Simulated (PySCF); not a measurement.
SMILES c1ccc(Cc2ccccc2)cn1 (C₁₂H₁₁N) at its GFN2-xTB optimised geometry (Å):

```
24

C      0.7292     2.4574     0.0096
C      1.4074     1.2498     0.0070
C      0.7043     0.0593     0.0000
C     -0.6852     0.0593     0.0000
C     -1.4371    -1.2467    -0.0494
C     -1.3253    -1.8224    -1.4343
C     -2.0054    -1.2510    -2.5045
C     -1.8476    -1.7855    -3.7710
C     -1.0045    -2.8765    -3.9236
N     -0.3506    -3.4283    -2.9172
C     -0.5088    -2.9131    -1.7113
C     -1.3568     1.2736     0.0000
C     -0.6544     2.4665     0.0063
H      1.2779     3.3876     0.0145
H      2.4875     1.2360     0.0097
H      1.2358    -0.8816    -0.0068
H     -2.4875    -1.0785     0.1971
H     -1.0152    -1.9475     0.6738
H     -2.6484    -0.3970    -2.3430
H     -2.3646    -1.3654    -4.6201
H     -0.8435    -3.3314    -4.8921
H      0.0457    -3.4048    -0.9209
H     -2.4380     1.2890     0.0017
H     -1.1898     3.4048     0.0087
```

Calculation: PBE/def2-SVP run with PySCF.

Map of the electron localisation function on the plane z = 1.5 Å:

```
|                           |
|                           |
|                           |
|                           |
|                           |
|           .....           |
|          .:::::.          |
|         .:----=:.         |
|         .:-:.:-:.         |
|        .:-:   .-:.        |
|        .-=:   .--.        |
|        .:-:   .--.        |
|         .:::.:--:         |
|          .--:-=:.         |
|           ...::.          |
|      :.       .           |
|     .:.  ::               |
|         -%@*              |
|         *@@@:             |
|         *@@%.             |
|         :**:              |
|                           |
|                           |
|                           |
|                           |
|                           |
|                           |
```
Scale: ten equal steps from 0.000 (start of ' ') to 0.983 (end of '@'), in the order ' .:-=+*#%@'; x runs from -5.50 to 5.50, y from -5.50 (bottom) to 5.50 (top).
